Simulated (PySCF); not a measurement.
# Excitation energies in several basis sets

Compound: C₄H₃BBrP.
Bonds: C1–C2 (triple), C2–C3, C3–C4 (triple), C4–B5, B5–P6, B5–Br7. Hydrogens: H8 on C1; H9, H10 on P6.

TDDFT with PBE0 (PySCF), vertical singlets, core orbitals frozen in the response, spherical d and f functions. The structure is a single PBE0-D3(BJ)/def2-SVP conformer in the gas phase; no vibrational or solvent corrections. Relativistic effects, spin–orbit coupling among them, are left out although an element past zinc is present.

| basis | functions | diffuse | S1 (eV) | S2 (eV) | S3 (eV) | S4 (eV) | S5 (eV) | LUMO (eV) | α (au) |
| --- | --- | --- | --- | --- | --- | --- | --- | --- | --- |
| 6-31G* | 126 | no | 3.26 | 3.92 | 4.15 | 4.72 | 4.81 | -2.64 | 106.6 |
| def2-SVP | 135 | no | 3.31 | 3.87 | 4.14 | 4.64 | 4.80 | -2.76 | 108.2 |
| def2-SVPD | 189 | yes | 3.28 | 3.85 | 4.11 | 4.60 | 4.76 | -2.86 | 128.5 |
| aug-cc-pVDZ | 205 | yes | 3.27 | 3.86 | 4.12 | 4.63 | 4.76 | -2.84 | 129.9 |
| def2-TZVP | 258 | no | 3.27 | 3.86 | 4.11 | 4.63 | 4.75 | -2.83 | 123.1 |

Question: Compare the sets with the largest diffuse one.

Answer: States are compared by their number. Against the largest diffuse basis here (aug-cc-pVDZ, itself not a converged limit), sets without diffuse functions differ by up to 0.03 eV in S1 and 0.06 eV in S5; the smaller diffuse sets differ by up to 0.01 and 0.00 eV. State by state, the largest deviation of a set without diffuse functions is S1 0.03, S2 0.06, S3 0.03, S4 0.09, S5 0.06 eV. The same number needn't mean the same state in each row. Against aug-cc-pVDZ the polarisability deviates by -18% in 6-31G*, -17% in def2-SVP, -1% in def2-SVPD, -5% in def2-TZVP.
